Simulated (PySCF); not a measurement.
**Assigning NMR signals**

Structure with atom numbers: `[CH3:1][CH:2]([CH3:3])[C:4]1=[CH:5][O:6][BH2-:7][O+:8]=[CH:9]1`. Each H is labelled by its parent atom.

[PySCF: PBE0-D3(BJ)/def2-SVP structure; σ from GIAO-PBE0/pcSseg-1; non-relativistic Hamiltonian; rapidly exchanging positions averaged; no solvent model; a single conformation]

Scale: TMS for $^{13}$C and $^{1}$H (reference shieldings calculated alike).

Task: Assign these signals to the numbered atoms. $^{13}$C{$^{1}$H} NMR (computed): δ 186.4, 126.3, 29.6, 26.2.

Result: 
```tsv
δ (ppm)	atoms	environment	reason
186.4	C5/C9	alkene carbon bearing oxygen	an sp2 carbon further deshielded by the attached heteroatom
126.3	C4	β carbon of an enol-ether or enamine type C=C	–
29.6	C2	allylic sp3 CH	aliphatic region, no heteroatom directly attached
26.2	C1/C3	methyl carbon	aliphatic region, no heteroatom directly attached
```

Task: Assign these signals to the numbered atoms. $^{1}$H NMR (400 MHz, computed): δ 7.72 (s, 2H), 3.75 (br, 2H), 1.96 (sept, 1H), 1.15 (d, 6H).

Result: 
7.72 → H(C5)/H(C9), hydrogen on an alkene carbon bearing oxygen: attached to an sp2 carbon and in the plane of the double bond
3.75 → H(B7), hydrogen on a boron bonded to 2 O, in a 6-membered ring
1.96 → H(C2), hydrogen on an allylic sp3 CH: allylic position
1.15 → H(C1)/H(C3), hydrogen on a methyl carbon

Hydrogens on boron are broadened and split by $^{11}$B (spin 3/2, 80 %) and 10B (spin 3). Shifts are as computed. Against solution values, carbons near 30 ppm lie about +2 ppm off and those near 130 ppm about +5 ppm. Of 1211 compounds with measured shifts, 218 miss one by over three times the rms of a fit or turn the order of signals round; such compounds aren't used in these exercises. Multiplicities follow the n + 1 count of equivalent neighbours, as no J values were calculated; m marks all less simple cases, F and P coupling included.
